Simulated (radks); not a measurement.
Values are calculated unless marked as measured or tabulated.
Coherent X-ray form factor from a spherical all-electron density. Code: a radial shooting solver on a logarithmic mesh with Libxc functionals. Model: scalar-relativistic Kohn-Sham, PBE, spin-unpolarised, spherical densities, point nucleus.

sin(theta)/lambda (1/angstrom),f0 (electrons)
0.05,62.714
0.1,61.875
0.15,60.529
0.2,58.750
0.25,56.630
0.3,54.263
0.4,49.156
0.5,44.037
0.6,39.277
0.8,31.345
1,25.494
1.25,20.545
1.5,17.450
2,13.808

The species is in the configuration that NIST lists as its ground one. Which atom or ion scatters so?

Answer. The tungsten ion W11+, [Kr] 4d10 4f13 5s2 5p2. Extrapolating in s^2 from the first two rows gives f0(0) = 63.0, near the electron count 63; among species with that count, the fall with angle is slower the higher Z, and the table is that of Z = 74; from so few rows the species is fixed only to a neighbour or two.
